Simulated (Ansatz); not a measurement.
Reaction (redistribution): `OCBBr` + `C=CBCl` → `C=CBBr` + `OCBCl`

Calculated with Ansatz (gas phase, PBE0-D4/def2-TZVP geometries, no zero-point term in ΔE). CCSD(T)/CBS is the MP2 limit (def2-TZVPP, def2-QZVPP) plus CCSD(T) − MP2 in def2-TZVPP, frozen cores. DFT in def2-TZVPP. HSE06 is defined as in plane-wave codes. For Br outer-core shells are correlated without core-valence functions, which leaves a few kJ/mol of doubt a bond. Scalar relativity is left out up to krypton. Each species was taken in one conformer, which may not be the lowest.

`OCBBr`:

Z-matrix (Å, degrees):
```
C
B 1 1.547
O 1 1.403 2 119.9
H 1 1.105 2 106.0 3 -125.1
H 1 1.105 2 106.1 3 125.2
Br 2 1.910 1 120.3 3 0.1
H 2 1.190 1 122.4 3 -179.9
H 3 0.963 1 108.4 2 -0.2
```

`C=CBCl`:

Z-matrix (Å, degrees):
```
C
C 1 1.337
H 1 1.086 2 120.8
H 1 1.086 2 122.7 3 180.0
B 2 1.531 1 119.9 3 0.0
H 2 1.088 1 118.9 3 180.0
Cl 5 1.750 2 121.0 1 180.0
H 5 1.194 2 121.9 1 -0.0
```

`C=CBBr`:

Cartesian coordinates in Å:
```
C -0.582 -1.134 -0.338
C 0.020 -0.251 0.468
B 0.455 1.106 -0.082
Br 1.315 2.389 1.042
H -0.910 -2.111 0.004
H -0.766 -0.900 -1.383
H 0.187 -0.520 1.508
H 0.281 1.423 -1.218
```

`OCBCl`:

```xyz
8

O     1.441   -0.426   -0.490
C     0.113   -0.659   -0.098
B    -0.778    0.545    0.300
Cl   -0.132    2.169    0.248
H     1.604    0.522   -0.459
H     0.090   -1.363    0.752
H    -0.428   -1.196   -0.897
H    -1.910    0.408    0.645
```

Problem. Is it downhill or uphill in electronic energy at CCSD(T)/CBS, and by how much? (An estimate is asked.)

Solution. Computed: Nearly level: ΔE = +0.5 kJ/mol.

Problem. What do these levels give: LDA (SPW92), HSE06-D4, ωB97X-V, PBE-QIDH, PBE, revPBE, HSE06, BHLYP, HF/def2-TZVPP, CCSD(T)/def2-TZVPP, HF/def2-QZVPP, HF/CBS(def2)? (An estimate is asked.)

Solution. The calculation gave: LDA (SPW92) 0.9, HSE06-D4 0.3, ωB97X-V 0.2, PBE-QIDH 0.1, PBE 0.4, revPBE 0.2, HSE06 0.2, BHLYP -0.4, HF/def2-TZVPP -0.8, CCSD(T)/def2-TZVPP 0.1, HF/def2-QZVPP -1.0, HF/CBS(def2) -1.0 kJ/mol.

Problem. What do rigid-rotor, harmonic-oscillator terms from PBE0-D4/def2-TZVP frequencies (298.15 K, 1 bar) make of the CCSD(T)/CBS value? (Best estimate.)

Solution. Computed: ΔZPE = +0.3 kJ/mol, ΔH = +0.8 kJ/mol, ΔS = 0 J/(mol·K), ΔG = +0.7 kJ/mol.

Largest T1 diagnostic among the species: 0.012.

Leaving LDA and LC-ωPBE aside and taking each functional with its dispersion term where it has one, the values, not all of them listed here, spread over 0.8 kJ/mol, from B2PLYP to PBE-D4.
